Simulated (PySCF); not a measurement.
SCF from a fresh guess for singlet [ISe2]-, at the PBE0 minimum. PySCF input:

```python
from pyscf import gto, scf, dft
mol = gto.M(atom='''
I     -0.736180     0.000000    -0.000000
Se     0.584510     2.114890    -0.000000
Se     0.584510    -2.114890    -0.000000''',
    basis={'I': 'def2-TZVPD', 'Se': 'def2-TZVPD'},
    ecp={'I': 'def2-TZVPD'},
    charge=-1, spin=0)
mf = dft.RKS(mol, xc='PBE0')
mf.grids.atom_grid = (50, 194)
aux = {'I': 'def2-universal-JKFIT', 'Se': 'def2-universal-JKFIT'}
mf = mf.density_fit(auxbasis=aux)
mf.conv_tol = 1e-08
mf.diis_space = 10
mf.max_cycle = 60
mf.init_guess = 'minao'
mf.verbose = 4
mf.kernel()
```

Excerpt of the output (cycles and frontier levels):

```
init E= -5056.31539831752
  HOMO = -0.574577773583307  LUMO = -0.560998445175449  gap/eV = 0.36951
cycle= 1 E= -5096.95226946516  delta_E= -40.6  |g|= 4.15  |ddm|= 19.7
  HOMO = 0.0923512918124502  LUMO = 0.147257662975062  gap/eV = 1.49408
cycle= 2 E= -5089.50294963967  delta_E= 7.45  |g|= 5.35  |ddm|= 37.1
  HOMO = -0.167323202693681  LUMO = -0.0797713622669086  gap/eV = 2.38241
cycle= 3 E= -5099.54466426296  delta_E=  -10  |g|= 1.42  |ddm|= 36.4
  HOMO = -0.0398485568284003  LUMO = 0.0380036921543103  gap/eV = 2.11847
cycle= 4 E= -5099.9965285922  delta_E= -0.452  |g|= 0.984  |ddm|= 2.57
  HOMO = -0.0190866363524081  LUMO = 0.0783481591366618  gap/eV = 2.65134
cycle= 5 E= -5100.32924277197  delta_E= -0.333  |g|= 0.197  |ddm|=    1
  HOMO = -0.0545363313136149  LUMO = 0.0477981860015932  gap/eV = 2.78466
cycle= 6 E= -5100.33657735779  delta_E= -0.00733  |g|= 0.115  |ddm|= 0.267
  HOMO = -0.0525896749387616  LUMO = 0.0516671991416877  gap/eV = 2.83697
cycle= 7 E= -5100.33861387945  delta_E= -0.00204  |g|= 0.0195  |ddm|= 0.0817
  HOMO = -0.0505769930888665  LUMO = 0.0534569213724024  gap/eV = 2.83091
cycle= 8 E= -5100.33868209051  delta_E= -6.82e-05  |g|= 0.00501  |ddm|= 0.0204
  HOMO = -0.0499554489010057  LUMO = 0.0541327038419132  gap/eV = 2.83238
cycle= 9 E= -5100.33868719066  delta_E= -5.1e-06  |g|= 0.000901  |ddm|= 0.00598
  HOMO = -0.0500452876112858  LUMO = 0.0540545166008832  gap/eV = 2.83270
cycle= 10 E= -5100.33868753944  delta_E= -3.49e-07  |g|= 0.000321  |ddm|= 0.00162
  HOMO = -0.0500504475852213  LUMO = 0.0540431549219768  gap/eV = 2.83253
cycle= 11 E= -5100.3386875854  delta_E= -4.6e-08  |g|= 4.89e-05  |ddm|= 0.000553
  HOMO = -0.0500523147600501  LUMO = 0.0540422439305105  gap/eV = 2.83256
cycle= 12 E= -5100.33868758651  delta_E= -1.11e-09  |g|= 2.19e-05  |ddm|= 0.000127
  HOMO = -0.0500517196690058  LUMO = 0.0540439811639735  gap/eV = 2.83259
Extra cycle  E= -5100.33868758618  delta_E= 3.37e-10  |g|= 4.01e-05  |ddm|= 7.55e-05
converged SCF energy = -5100.33868758618
```

No lower solution of this spin was found by a stability analysis within the restricted form, which does not test spin polarisation.

The search for the lowest solution, with the stability check, took 6.5 s on 4 threads of a shared Intel Xeon 6975P-C (Granite Rapids) host, with 173 basis functions; the process peaked at 0.52 GiB.
